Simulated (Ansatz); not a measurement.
Cost and result for the atomization energy of CH₅BTe, SMILES `CB[TeH]` (8 atoms, 7 bonds).

Cartesian coordinates in Å:
```
C -0.437 0.850 -0.067
B -0.405 -0.704 -0.056
Te 1.327 -1.899 0.201
H -0.866 1.194 -1.016
H -1.133 1.202 0.705
H 0.524 1.344 0.079
H -1.399 -1.355 -0.200
H 2.390 -0.632 0.354
```

Charge 0, multiplicity 1. Correlated methods include outer-core shells of Te, which these sets cover unevenly. Te takes the def2 core potential. Geometry: relaxed with PBE0-D4/def2-TZVP. Program: Ansatz. All runs use 2 threads of an Intel Xeon 6975P-C on a shared host. Times are those of one run each, without the atoms' runs, and a repeat can differ threefold. Electronic energies, without spin–orbit coupling; frozen cores. CCSD(T)/CBS adds CCSD(T) − MP2 in def2-TZVPP to the MP2 limit, and its time is that of the two runs behind it. T1 = 0.013. With those shells the extrapolation isn't a true limit.

CCSD(T)/CBS is a level of theory with its own doubt, some kJ/mol a heavy atom from the limit and from the frozen cores, so smaller differences don't rank the functionals.

```tsv
level	functions	wall time
LDA (SPW92)/def2-TZVPP	182	0.9 s
BLYP-D4/def2-TZVPP	182	1.7 s
PBE-D4/def2-TZVPP (with forces)	182	2.2 s
CAM-B3LYP-D4/def2-TZVPP	182	2.7 s
r2SCANh-D4/def2-TZVPP	182	3 s
CCSD(T)/def2-SVP	79	3.5 s
r2SCAN-D4/def2-TZVPP (with forces)	182	3.9 s
PBE-QIDH/def2-TZVPP	182	4.4 s
B97M-V/def2-TZVPP	182	6.5 s
ωB97M-V/def2-TZVPP (with forces)	182	9 s
MP2/def2-QZVPP	346	15 s
CCSD(T)/def2-TZVPP	182	32 s
CCSD(T)/CBS(def2)	–	47 s
```

Question: What atomization energy does each give, and how far from CCSD(T)/CBS? (An estimate is asked.)

Answer: Ansatz gave: 
```tsv
level	atomization (kJ/mol)	difference from CCSD(T)/CBS	per bond
LDA (SPW92)/def2-TZVPP	3024.3	348.7	49.8
BLYP-D4/def2-TZVPP	2664.9	-10.7	-1.5
PBE-D4/def2-TZVPP (with forces)	2712.7	37.1	5.3
CAM-B3LYP-D4/def2-TZVPP	2679.0	3.4	0.5
r2SCANh-D4/def2-TZVPP	2673.9	-1.7	-0.2
CCSD(T)/def2-SVP	2537.4	-138.2	-19.7
r2SCAN-D4/def2-TZVPP (with forces)	2684.9	9.3	1.3
PBE-QIDH/def2-TZVPP	2661.7	-13.9	-2.0
B97M-V/def2-TZVPP	2688.9	13.3	1.9
ωB97M-V/def2-TZVPP (with forces)	2667.2	-8.4	-1.2
MP2/def2-QZVPP	2662.8	-12.8	-1.8
CCSD(T)/def2-TZVPP	2610.9	-64.7	-9.2
CCSD(T)/CBS(def2)	2675.6	0.0	0.0
```

At CCSD(T), def2-SVP lies −138.2 kJ/mol from the extrapolated value and def2-TZVPP −64.7 kJ/mol: correlation converges slowly with the basis, and small sets miss more of it in the bonded molecule than in its fragments. Leaving LDA and LC-ωPBE aside and taking each functional with its dispersion term where it has one, the values, not all of them listed here, spread over 87.8 kJ/mol, from BHLYP-D4 to PBE-D4. LDA lies +325.6 kJ/mol from PBE without D4, its usual overbinding. The D4 term adds +22.9 kJ/mol with B3LYP and +11.8 kJ/mol with PBE0; it sums over pairs of atoms, weighted by their polarisabilities, and B3LYP, whose exchange is more repulsive, gets the larger term.

B3LYP here is the variant with VWN-RPA as its local correlation; programs differ in this.

Spin–orbit coupling would lower the free Te atoms strongly, and the atomization energy with them, by more than many differences here.
